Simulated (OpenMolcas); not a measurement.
## Pt6+: moving or changing the point charges

Pt6+ among 5 point charges of -2 e arranged as a trigonal bipyramid (D3h), 1.88 Å from the ion, with the axial distance 1.654 Å.
```
   1.8800    0.0000    0.0000  -2.00
  -0.9400    1.6281    0.0000  -2.00
  -0.9400   -1.6281    0.0000  -2.00
   0.0000    0.0000    1.6544  -2.00
   0.0000    0.0000   -1.6544  -2.00
```

```json
{
 "Program": "OpenMolcas 26.06",
 "Method": "CASSCF",
 "Basis": "ANO-RCC-VDZP [7s6p4d2f]",
 "Scalar Hamiltonian": "DKH2, point nucleus",
 "Active space": "4 electrons in 5 orbitals (5d)",
 "State averaging": "2S+1 = 5 even, 5 roots; 2S+1 = 3 even, 45 roots; 2S+1 = 1 even, 50 roots",
 "Spin-orbit coupling": "RASSI with atomic mean-field integrals over the reference wave functions"
}
```

Runs around this geometry, states (labels of D3, the rotations of D3h). Energies in cm-1 above the lowest state or level, χT in cm3 K/mol.

| R (Å) | q (e) | Axial / equatorial distance | Ground state | First state of that spin | First gap with spin-orbit (degeneracies) | χT at 300 K | First state of another spin |
| --- | --- | --- | --- | --- | --- | --- | --- |
| 1.88 | -2 | 0.81 | 5A1 | 5E 18627 | 3478 (1, 2) | 0.151 | 3A2 22339 |
| 1.88 | -1 | 0.88 | 5A1 | 5E 7373 | 5910 (1, 2) | 0.045 | 3E 22300 |
| 1.74 | -2 | 0.88 | 5A1 | 5E 19028 | 3695 (1, 2) | 0.139 | 3E 22329 |
| 1.88 | -2 | 0.88 | 5A1 | 5E 13893 | 4403 (1, 2) | 0.092 | 3E 22397 |
| 1.97 | -2 | 0.88 | 5A1 | 5E 11455 | 4818 (1, 2) | 0.073 | 3E 22404 |

Taking the first state of the same spin as R^-n, n = -ln(11455 / 19028) / ln(1.97 / 1.74) = 4.1 between the shortest and longest distance.

Scaling the charges by -1 / -2 = 0.50 scales the first state of the same spin by 7373 / 13893 = 0.53; with fixed orbitals a first-order splitting would follow the charge.

Without dynamic correlation the repulsion within the d shell is too large (B by tens of per cent), so at a given field states of lower spin stand too high. Point charges give a weaker field than real ligands, and real ions of this kind are as a rule low spin; the high spin found here belongs to the model. Spin-orbit coupling mixes the spin-free states strongly: the lowest level takes only 56 % from its leading state, 5A1 (figures for R = 1.88, q = -2, ratio = 0.81; the like holds for R = 1.88, q = -1, ratio = 0.88, R = 1.74, q = -2, ratio = 0.88, R = 1.88, q = -2, ratio = 0.88, R = 1.97, q = -2, ratio = 0.88). This is an electrostatic model: the charges have no orbitals. An unlabelled pair can be two single states that coincide in this model. No measured value stands beside these numbers.
